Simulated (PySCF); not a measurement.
**Two-component Hartree-Fock for Ho⁵⁷⁺ (holmium, charge +57)**

Start: [Ne]. Calculated with PySCF 2.14 in an even-tempered Gaussian basis (17 s from 9.2 bohr⁻², ratio 2.6; 13 p from 12 bohr⁻², ratio 2.6; 6 d from 12 bohr⁻², ratio 2.8; 3 f from 270 bohr⁻², ratio 2.8): generalised Hartree-Fock with the X2C-1e Hamiltonian and a Gaussian nucleus; spin-orbit coupling (SO) screened by Boettger's factors.

```json
{"spinor shell": "1s1/2", "electrons": "2", "ε, screened SO (eV)": "-60544.7", "weight of nominal j (screened SO)": "1.000", "rms radius, screened SO (bohr)": "0.0235"}
{"spinor shell": "2s1/2", "electrons": "2", "ε, screened SO (eV)": "-13814.1", "weight of nominal j (screened SO)": "1.000", "rms radius, screened SO (bohr)": "0.0934"}
{"spinor shell": "2p1/2", "electrons": "2", "ε, screened SO (eV)": "-13404.2", "weight of nominal j (screened SO)": "1.000", "rms radius, screened SO (bohr)": "0.0796"}
{"spinor shell": "2p3/2", "electrons": "4", "ε, screened SO (eV)": "-12511.1", "weight of nominal j (screened SO)": "1.000", "rms radius, screened SO (bohr)": "0.0859"}
```

```json
{"quantity": "E (hartree)", "screened SO": "-8890.01956"}
{"quantity": "M_J", "screened SO": "0"}
{"quantity": "⟨J²⟩", "screened SO": "0.000"}
{"quantity": "⟨L²⟩", "screened SO": "0.022"}
{"quantity": "⟨S²⟩", "screened SO": "0.022"}
```

Breit and QED terms are absent; they matter most for the inner s and p1/2 levels.

Densities and radii are taken from the X2C orbitals without a picture-change correction, which distorts them close to the nucleus.
